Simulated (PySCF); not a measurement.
Species: C2H8N2Si2.
SMILES: `C#C[Si@H](N)N[SiH3]`

Computed with TDDFT PBE0/def2-SVPD, vertical, gas phase, core orbitals frozen in the response (PySCF 2.14.0, density-fitted response routines). Geometry: GFN2-xTB, one conformer, isolated molecule. Torsions of this conformer, `[CH:1]#[C:2][Si@H:3]([NH2:4])[NH:5][SiH3:6]`: C2–Si3–N5–Si6 -55°, H–N4–Si3–C2 -66°, H–N4–Si3–C2 68°.

Computed states:

```json
{"state": "S1", "E (eV)": "5.91", "f": "0.0059"}
{"state": "S2", "E (eV)": "6.07", "f": "0.0016"}
{"state": "S3", "E (eV)": "6.19", "f": "0.031"}
{"state": "S4", "E (eV)": "6.30", "f": "0.0053"}
{"state": "S5", "E (eV)": "6.36", "f": "0.011"}
{"state": "S6", "E (eV)": "6.61", "f": "0.026"}
{"state": "S7", "E (eV)": "6.85", "f": "0.0027"}
{"state": "S8", "E (eV)": "6.93", "f": "0.0058"}
```

Each state is given a Gaussian of 0.4 eV full width at half maximum, with ε(max) = 2.175×10⁸ f / Δν̃ (Δν̃ the width in cm⁻¹). The width is an assumption, not a result. The curve ends short of the highest state used, and states not computed would add to its high-energy end.

Q: What does the envelope look like, and where are its maxima?

A: 
| λ (nm) | ε (L mol⁻¹ cm⁻¹) |
| --- | --- |
| 196.0 | 3105 |
| 197.0 | 3183 |
| 198.1 | 3222 |
| 199.2 | 3199 |
| 200.2 | 3118 |
| 201.3 | 2964 |
| 202.4 | 2754 |
| 203.4 | 2525 |
| 204.5 | 2251 |
| 205.6 | 1968 |
| 206.6 | 1718 |
| 207.7 | 1459 |
| 208.8 | 1225 |
| 209.8 | 1036 |
| 210.9 | 855 |
| 212.0 | 700 |
| 213.0 | 579 |
| 214.1 | 467 |
| 215.2 | 372 |
| 216.3 | 293 |
| 217.3 | 233 |
| 218.4 | 178 |
| 219.5 | 134 |
| 220.5 | 102 |
| 221.6 | 74 |
| 222.7 | 53 |
| 223.7 | 38 |
| 224.8 | 26 |
| 225.9 | 18 |
| 226.9 | 12 |
| 228.0 | 8 |
| 229.1 | 5 |
| 230.1 | 3 |
| 231.2 | 2 |
| 232.3 | 1 |
| 233.3 | 1 |

Maxima: 198 nm (6.25 eV), ε about 3200, made up of S3 (61%), S4 (11%) and S5 (19%) (ε in L mol⁻¹ cm⁻¹; maxima over ε = 5, shares over 10%).

Q: Coming from long wavelengths, where does ε first pass 100 L mol⁻¹ cm⁻¹?

A: At about 221 nm (5.62 eV), 0.29 eV below S1.

Q: On this curve, what absorbance would a 10⁻⁴ mol/L sample give at 222 nm over a 1 cm path?

A: 222 nm is 5.585 eV, where ε is about 66 L mol⁻¹ cm⁻¹, so A = ε c l ≈ 0.0066 (Beer–Lambert, with the gas-phase spectrum and the assumed width).

Q: What would ε be at 6.25 eV, the highest of these maxima, with half the width (0.2 eV)?

A: About 4600 L mol⁻¹ cm⁻¹ against 3220, a factor of about 1.4; a lone state at its own centre would give exactly 2.
